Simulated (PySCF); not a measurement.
## B⁺ (boron, charge +1): UHF calculation

Configuration: [He] 2s1 3s1, high-spin 3S determinant (an excited configuration). Calculation: PySCF 2.14, in dyall-acv3z (15s9p4d2f, 76 functions); scalar relativity by spin-free X2C-1e.

* Total energy: -23.706546 hartree
* One-electron energy: -28.8381 hartree
* Hartree (Coulomb) energy: 8.4810 hartree
* Exchange energy: -3.3495 hartree
* ⟨S²⟩: 2.0000
* ⟨L²⟩: 0.000
* Sum of ⟨r⟩: 7.052 bohr
* Sum of ⟨r²⟩: 29.20 bohr²
* Langevin diamagnetic susceptibility: -23.1 ×10⁻⁶ cm³/mol

| shell | electrons | mean orbital energy (eV) | rms radius, mean of both spins (bohr) |
| --- | --- | --- | --- |
| 1s α | 1 | -233.50 | 0.377 |
| 1s β | 1 | -231.51 | 0.377 |
| 2s α | 1 | -31.632 | 1.76 |
| 3s α | 1 | -8.814 | 5.08 |

The outer electron is Rydberg-like, and this basis confines it to a smaller radius and binds it less than a complete one would.
